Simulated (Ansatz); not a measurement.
`[SeH][SeH]` + `[OH][SnH3]` → `[OH][SnH2][SeH]` + H₂Se  (formal exchange of groups at the Se–Se bond)

Isolated molecules relaxed with PBE0-D4/def2-TZVP in Ansatz; ΔE leaves out vibrations. CCSD(T)/CBS adds triple-zeta CCSD(T) − MP2 to the extrapolated MP2 energy (def2 sets, frozen cores). DFT in def2-TZVPP. Elements past krypton have def2 core potentials. For Se, Sn outer-core shells are correlated without core-valence functions, which leaves a few kJ/mol of doubt a bond. Scalar relativity is left out up to krypton. Each species was taken in one conformer, which may not be the lowest.

```
        level  ΔE (kJ/mol)
      ωB97X-V        -84.3
      r2SCANh        -87.5
HF/def2-TZVPP        -87.0
MP2/CBS(def2)        -99.8
```

Q: What does CCSD(T)/CBS give? (Best estimate.)

A: The calculation gave: -94.3 kJ/mol. The listed levels differ from it by 10.0, 6.8, 7.3, -5.5 kJ/mol.

Largest T1 diagnostic among the species: 0.014.

From PBE to PBE0 (25 % exact exchange), in def2-TZVPP and without D4, ΔE moves by −3.5 kJ/mol. Leaving LDA and LC-ωPBE aside and taking each functional with its dispersion term where it has one, the values, not all of them listed here, spread over 11.3 kJ/mol, from PBE-QIDH to revPBE-D4. LDA lies −4.0 kJ/mol from PBE without D4.
